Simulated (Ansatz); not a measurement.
`CB(N)F` + H₂Se → `CB(F)[SeH]` + NH₃ at 298.15 K and 1 bar (ligand exchange at a B–N bond).

Gas-phase electronic energies from Ansatz, PBE0-D4/def2-TZVP geometries. CCSD(T)/CBS is the MP2 limit (def2-TZVPP, def2-QZVPP) plus CCSD(T) − MP2 in def2-TZVPP, frozen cores. This one scheme is used for every species. For Se outer-core shells are correlated without core-valence functions, which leaves a few kJ/mol of doubt a bond. Scalar relativity is left out up to krypton. One conformer a species, not always the lowest.

```
     species  CCSD(T)/CBS energy (Eh)  H − E (kJ/mol)  S (J/(mol·K))
    `CB(N)F`               -220.47660           202.3          296.3
        H₂Se              -2401.89790            45.8          219.1
`CB(F)[SeH]`              -2565.84504           153.6          325.7
         NH₃                -56.50880           100.5          192.4
```

H − E and S are ideal-gas, rigid-rotor, harmonic terms from PBE0-D4/def2-TZVP, for one conformer and one mirror image of each species. 1 Eh = 2625.50 kJ/mol, R = 8.31446 J/(mol·K).

Question: By hand: ΔE, ΔH, ΔS and ΔG.

Answer: ΔE = (-2565.84504) + (-56.50880) − (-220.47660) − (-2401.89790) = 0.02066 Eh = 54.2 kJ/mol. Δ(H − E) = 153.6 + 100.5 − 202.3 − 45.8 = 6.0, so ΔH = 60.2 kJ/mol. ΔS = 325.7 + 192.4 − 296.3 − 219.1 = 2.7 J/(mol·K). ΔG = 60.2 − 298.15 × (2.7)/1000 = 59.4 kJ/mol.

Question: By hand: the equilibrium constant, and the temperature at which ΔG would vanish if ΔH and ΔS stayed fixed.

Answer: log₁₀ K = −ΔG/(RT ln 10) = -10.4. ΔG = 0 at ΔH/ΔS = 22296 K, far beyond where these terms or the molecules hold.

The number of gas molecules stays the same, so ΔS is small and ΔH decides. A doubt of 5 kJ/mol in ΔE shifts log₁₀ K by 0.9 here. Other conformers and mirror images would add mixing entropy, several J/(mol·K) or more a flexible species. Modes under 60 cm⁻¹, often nearly free rotors, make the harmonic entropy too high. These are equilibria of isolated gas molecules and say nothing of rates. Largest T1 diagnostic: 0.011 (customary marks: 0.02 for closed shells, 0.045 for open ones).
